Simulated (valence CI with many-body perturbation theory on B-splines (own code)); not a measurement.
## E1 line list for Ru XXX

Method: configuration interaction combined with many-body perturbation theory (CI+MBPT): five valence electrons over a frozen Dirac-Fock core [Ne], radial functions for each j: 11 s, 11 p, 10 d, 8 f, 5 g, 2 h, with the one-electron correlation potential Σ1, the two-electron term Σ2, the three-electron term Σ3, Breit, model QED; selected CI, second order for the rest, scaled by the run's own slope (own B-spline code, finite nucleus).

No measured spectrum was set against this ion. As an estimate, large intervals hold to a few tenths of a per cent, small ones and those within an open d or f shell to about a per cent. Among the levels kept, up to 3600 cm⁻¹ of a level comes from second order outside the variational space, and about a tenth of that is noise between levels of different J, which matters for small intervals.

Lines 51 to 100 of 581 in falling wavelength, among levels below 2788000 cm⁻¹, chosen from the strongest by gf and those to the six lowest levels. Wavelengths and rates use the calculated energies. Electric multipoles are in the length gauge, E1 and E2 with the static RPA response of the core. Weak lines are less certain than strong ones. Lines between different terms over intervals too small for the method are left out, as are lines whose strength nearly cancels. Where a level lies close to another of its J and parity, the split of strength between their lines is uncertain. The highest levels of a list are the least certain.

Names give the largest LS component (configuration and term), which can be under half, so a name can repeat, a term be missing and a line seem to break the LS rules; names also repeat where a configuration has a term twice. Letters in brackets count levels of one name in rising energy.

```csv
λ vac (Å),Upper,Lower,A (s⁻¹),S (a.u.) with core polarisation,S without
111.3,3s.3p3.3d 6D°_5/2,3s.3p4 4P_5/2,1.62e+09,6.60e-03,6.74e-03
111.1,3s2.3p2.3d 4D_1/2 [b],3s2.3p3 2P°_1/2,9.40e+09,1.27e-02,1.31e-02
111.1,3p5 2P°_3/2,3s.3p4 4P_3/2 [a],1.13e+10,3.05e-02,3.12e-02
111.1,3s.3p3.3d 6D°_3/2,3s.3p4 4P_5/2,1.81e+09,4.92e-03,5.02e-03
111.0,3s.3p3.3d 2F°_5/2 [f],3s2.3p2.3d 2D_5/2 [b],7.46e+09,3.02e-02,3.10e-02
110.9,3s.3p3.3d 4G°_7/2,3s2.3p2.3d 4F_5/2,1.15e+10,6.21e-02,6.35e-02
110.1,3s.3p3.3d 6D°_7/2,3s.3p4 4P_5/2,3.97e+08,2.10e-03,2.13e-03
110.0,3s2.3p.3d2 2H°_9/2,3s2.3p2.3d 2F_7/2 [a],8.23e+09,5.40e-02,5.53e-02
109.6,3s2.3p.3d2 4D°_5/2 [a],3s2.3p2.3d 2D_5/2 [c],7.55e+09,2.94e-02,3.02e-02
109.1,3s.3p3.3d 4F°_7/2,3s2.3p2.3d 4F_5/2,2.14e+10,1.09e-01,1.12e-01
109.1,3s.3p3.3d 4G°_5/2,3s.3p4 4P_3/2 [b],1.39e+10,5.33e-02,5.46e-02
109.1,3s2.3p2.3d 4D_3/2,3s2.3p3 2P°_1/2,1.68e+09,4.30e-03,4.41e-03
109.1,3s2.3p2.3d 4F_7/2,3s2.3p3 2D°_5/2,4.21e+08,2.16e-03,2.20e-03
108.6,3s.3p3.3d 2G°_9/2 [c],3s2.3p2.3d 2G_9/2,3.07e+10,1.94e-01,1.99e-01
108.6,3s2.3p2.3d 4D_1/2 [a],3s2.3p3 2D°_3/2,3.47e+09,4.38e-03,4.49e-03
107.9,3s.3p3.3d 2F°_5/2 [d],3s2.3p2.3d 2D_5/2 [a],1.69e+10,6.30e-02,6.45e-02
107.7,3s.3p3.3d 2F°_5/2 [b],3s2.3p2.3d 4P_5/2 [b],9.16e+09,3.39e-02,3.47e-02
107.5,3s.3p4 4P_1/2,3s2.3p3 4S°_3/2,1.98e+10,2.42e-02,2.48e-02
107.4,3s.3p3.3d 4D°_7/2 [c],3s2.3p2.3d 4P_5/2 [a],1.42e+10,6.93e-02,7.10e-02
107.0,3s2.3p2.3d 2F_5/2,3s2.3p3 2D°_3/2,2.22e+08,8.06e-04,8.24e-04
106.9,3s.3p3.3d 4D°_7/2 [b],3s2.3p2.3d 4F_7/2,1.22e+10,5.87e-02,6.00e-02
106.4,3s.3p3.3d 2F°_5/2 [d],3s2.3p2.3d 2D_3/2 [a],2.44e+10,8.71e-02,8.90e-02
106.3,3s2.3p.3d2 4F°_3/2 [b],3s2.3p2.3d 2D_3/2 [a],1.02e+10,2.43e-02,2.48e-02
106.1,3s.3p3.3d 2F°_5/2 [c],3s2.3p2.3d 4P_5/2 [b],1.09e+10,3.87e-02,3.96e-02
105.9,3s.3p3.3d 2G°_9/2 [b],3s2.3p2.3d 4F_9/2,2.09e+10,1.23e-01,1.26e-01
105.8,3s.3p3.3d 2G°_9/2 [c],3s2.3p2.3d 2F_7/2 [a],3.48e+10,2.03e-01,2.08e-01
105.0,3s2.3p.3d2 2F°_7/2 [c],3s2.3p2.3d 2D_5/2 [c],7.59e+09,3.47e-02,3.54e-02
104.9,3s2.3p2.3d 2P_1/2 [b],3s2.3p3 2P°_3/2,1.05e+10,1.19e-02,1.22e-02
104.7,3s2.3p.3d2 4D°_1/2 [b],3s2.3p2.3d 4P_1/2,2.77e+10,3.14e-02,3.21e-02
104.7,3s.3p3.3d 4D°_7/2 [d],3s2.3p2.3d 4P_5/2 [b],6.57e+09,2.98e-02,3.05e-02
104.5,3s.3p3.3d 2G°_7/2 [b],3s2.3p2.3d 2G_7/2,4.06e+10,1.83e-01,1.87e-01
104.5,3s.3p3.3d 2F°_7/2 [c],3s2.3p2.3d 2F_7/2 [a],1.20e+10,5.39e-02,5.52e-02
104.3,3s.3p3.3d 2G°_7/2 [b],3s2.3p2.3d 4P_5/2 [b],1.34e+10,6.02e-02,6.15e-02
104.1,3s.3p3.3d 2G°_7/2 [a],3s2.3p2.3d 4F_5/2,6.33e+09,2.82e-02,2.88e-02
104.0,3s.3p3.3d 2F°_5/2 [a],3s2.3p2.3d 4F_5/2,1.94e+10,6.44e-02,6.59e-02
103.9,3s.3p3.3d 2F°_7/2 [a],3s2.3p2.3d 4D_7/2,5.39e+09,2.39e-02,2.45e-02
103.8,3s2.3p.3d2 2F°_7/2 [a],3s2.3p2.3d 2D_5/2 [a],8.17e+09,3.61e-02,3.69e-02
103.7,3s.3p3.3d 4P°_5/2 [c],3s2.3p2.3d 4F_7/2,2.23e+10,7.36e-02,7.53e-02
103.6,3s.3p3.3d 4D°_7/2 [b],3s2.3p2.3d 2F_5/2,1.01e+10,4.41e-02,4.51e-02
103.2,3s2.3p.3d2 4F°_5/2,3s2.3p2.3d 2D_5/2 [a],7.23e+09,2.35e-02,2.41e-02
103.2,3s.3p3.3d 4D°_3/2 [b],3s2.3p2.3d 4F_5/2,2.57e+10,5.57e-02,5.70e-02
103.2,3s.3p3.3d 2F°_5/2 [g],3s2.3p2.3d 2D_5/2 [d],2.61e+10,8.51e-02,8.71e-02
103.2,3s.3p3.3d 2F°_7/2 [e],3s2.3p2.3d 2D_5/2 [c],1.56e+10,6.78e-02,6.94e-02
103.0,3s.3p3.3d 2D°_3/2 [a],3s2.3p2.3d 2F_5/2,3.16e+10,6.83e-02,6.99e-02
102.9,3s.3p4 4P_3/2 [b],3s2.3p3 4S°_3/2,2.02e+10,4.35e-02,4.45e-02
102.7,3s2.3p.3d2 4G°_11/2,3s2.3p2.3d 2G_9/2,1.07e+10,6.86e-02,7.01e-02
102.4,3s.3p3.3d 4F°_5/2 [b],3s2.3p2.3d 4D_3/2,2.64e+10,8.40e-02,8.60e-02
102.3,3s2.3p.3d2 4D°_3/2 [b],3s2.3p2.3d 2D_5/2 [a],2.16e+10,4.56e-02,4.66e-02
102.3,3s.3p3.3d 4D°_1/2 [d],3s2.3p2.3d 2P_3/2 [a],2.66e+10,2.81e-02,2.88e-02
102.2,3s2.3p2.3d 4D_3/2,3s2.3p3 2D°_5/2,1.76e+10,3.71e-02,3.79e-02
```
